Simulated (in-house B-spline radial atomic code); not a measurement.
Results of a calculation; reference values are marked as such.
# Stopping and range of 80 keV Ni in Ge

The pair potential comes from two frozen, spherical free-atom densities (PBE, B-spline radial code, scalar-relativistic past argon): electrostatics plus the change in Thomas-Fermi kinetic and Dirac exchange energy where they overlap, the recipe behind the universal ZBL potential, which averages such potentials (from solid-state densities) over many pairs. It is written V = (Z1 Z2 e²/r) φ(r/a), with e² = 14.3996 eV·Å and a = 0.46850 Å/(Z1^0.23 + Z2^0.23); ZBL's fit is φ = 0.18175 e^(−3.1998x) + 0.50986 e^(−0.94229x) + 0.28022 e^(−0.4029x) + 0.02817 e^(−0.20162x). Where φ falls below 4e-4 it is continued as an exponential.

The target is taken as amorphous, with density 5.3234 g/cm³ (NSM archive of the Ioffe Institute); channelling is ignored. Masses: Ni 58.69, Ge 72.63 u. Nuclear stopping is S_n = 4π a Z1 Z2 e² M1/(M1 + M2) × s_n(ε), with s_n integrated over impact parameters for each pair. Electronic stopping is Lindhard and Scharff's S_e = Z1^(1/6) 8π e² a0 Z1 Z2/(Z1^(2/3) + Z2^(2/3))^(3/2) × v/v0, with a0 = 0.529177 Å and v = v0 at 24.801 keV/u; it misses the oscillations with Z1 seen in experiment, which reach tens of per cent. Compounds add by atom fraction.

```tsv
target atom	a (Å)	ε at this energy	s_n, this pair	s_n, ZBL potential
Ge	0.10718	0.3676	0.3666	0.3498
```

Q: What are the atom density and the stopping powers at entry?

A: N = 5.3234 × 0.602214/72.63 = 0.04414 atoms/Å³. For Ge: S_n = 7766 × 0.3666 = 2847 eV·Å², S_e = 2.9230 × √80000 = 826.8 eV·Å². Averaged over the target's atoms and times N × 10 Å/nm, the ion loses N S_n = 1260 eV/nm to recoils and N S_e = 365 eV/nm to electrons; the nuclear share is 77 %.

Along the track:

| E (keV) | N S_n (eV/nm) | N S_e (eV/nm) |
| --- | --- | --- |
| 4 | 719 | 81.6 |
| 12 | 1000 | 141 |
| 24 | 1160 | 200 |
| 40 | 1230 | 258 |
| 60 | 1260 | 316 |
| 80 | 1260 | 365 |

Q: Estimate the path length and the projected range.

A: With continuous slowing down the path is the integral of dE/(N (S_n + S_e)). Trapezoids over the table give 55 nm, and the stretch below the first row, with stopping taken as √E, adds 2E/(N S) = 10 nm: 65 nm in all, against 63.3 nm on a fine grid from 5 eV. Deflections shorten the depth: to first order in the energy passed on, N (S_n + S_e) dR_p/dE = 1 − N S_n (M2/M1) R_p/(2E), summed over the target's atoms, and integrating this on the fine grid gives R_p = 36.7 nm, 0.58 of the path. Lindhard's rule of thumb R/(1 + M2/3M1), with mean M2/M1 = 1.24, gives 44.8 nm. On the ZBL potential the same equation gives 38.2 nm, and the full integral equation, which keeps hard collisions, 41 nm.
